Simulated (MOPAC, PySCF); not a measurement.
C8H9FSi, SMILES `C=C(F)c1ccc([SiH3])cc1` (F–C–C–C torsion 5°), neutral singlet in the gas phase. 

Cartesian coordinates (Å):
```xyz
19

C     -3.5507     0.7007     0.1918
C     -2.6994    -0.1658    -0.3604
F     -3.1968    -1.2164    -1.0267
C     -1.2298    -0.1326    -0.3549
C     -0.5140    -1.0814    -1.0964
C      0.8776    -1.0652    -1.1108
C      1.6015    -0.1071    -0.3890
Si     3.4790    -0.0627    -0.4432
C      0.8749     0.8356     0.3574
C     -0.5131     0.8260     0.3775
H     -4.6253     0.5400     0.1016
H     -3.1933     1.5753     0.7323
H     -1.0610    -1.8360    -1.6627
H      1.4059    -1.8226    -1.6972
H      4.0132     0.4202     0.8663
H      4.0060    -1.4309    -0.7300
H      3.9660     0.8627    -1.5133
H      1.4029     1.5925     0.9447
H     -1.0436     1.5677     0.9777
```
Charge 0, spin multiplicity 1.

All levels are single points at this geometry (PBE0-D3(BJ)/def2-SVP); Pople sets use spherical d functions. Orbital energies aren't observables, and empty levels follow the basis.

```tsv
level	HOMO (eV)	LUMO (eV)	gap (eV)	dipole (D)	vertical IE, Delta-SCF (eV)
PBE0-D3(BJ)/def2-TZVP in PySCF	-6.85	-1.57	5.28	1.03	8.44
ωB97X-D3(BJ)/def2-TZVP in PySCF	-8.98	0.39	9.37	1.05	8.66
BP86/6-31G* in PySCF	-5.63	-2.06	3.58	0.81	–
HF/3-21G in PySCF	-8.72	2.20	10.93	1.39	–
PM6 in MOPAC	-9.44	-0.68	8.76	1.34	–
PM7 in MOPAC	-9.48	-0.61	8.87	1.56	–
```
